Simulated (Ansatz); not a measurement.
Total energies of TiSi4 (the lowest singlet isomer of a short search) from Ansatz at PBE0-D4/def2-TZVP, gas phase (1 Eh = 27.2114 eV = 2625.5 kJ/mol). The reference geometry is relaxed at r2SCAN-D4/def2-SVP.

| atom | x (Å) | y (Å) | z (Å) |
| --- | --- | --- | --- |
| Ti1 | -1.0453 | -0.6880 | -1.4447 |
| Si2 | 1.0859 | -0.8177 | -0.4160 |
| Si3 | -0.9614 | -0.5053 | 0.9162 |
| Si4 | -0.1478 | 1.3082 | -0.5355 |
| Si5 | 1.0687 | 0.7028 | 1.4800 |

```csv
state,geometry,energy (Eh)
charge 0 singlet,reference,-2006.70801
charge 0 triplet,relaxed at r2SCAN-D4/def2-SVP,-2006.68903
charge 0 quintet,relaxed at r2SCAN-D4/def2-SVP,-2006.69750
free Ti atom (triplet),–,-849.14317
free Si atom (triplet),–,-289.24943
```

(1) Which of the charge 0 states is lowest, and how far above it are the others?

(2) What is the binding energy per atom against free atoms?

(1) The singlet. triplet: -2006.68903 − (-2006.70801) = 0.01898 Eh = 49.8 kJ/mol; quintet: -2006.69750 − (-2006.70801) = 0.01051 Eh = 27.6 kJ/mol. The triplet differs in its bonds from the reference. The quintet differs in its bonds from the reference.

(2) Atoms: 1 × (-849.14317) + 4 × (-289.24943) = -2006.14089 Eh. Binding: -2006.14089 − (-2006.70801) = 0.56712 Eh = 15.43 eV, or 3.09 eV for each of 5 atoms (no zero-point energy, no counterpoise term).

The structure comes from a short search, and lower isomers may exist.
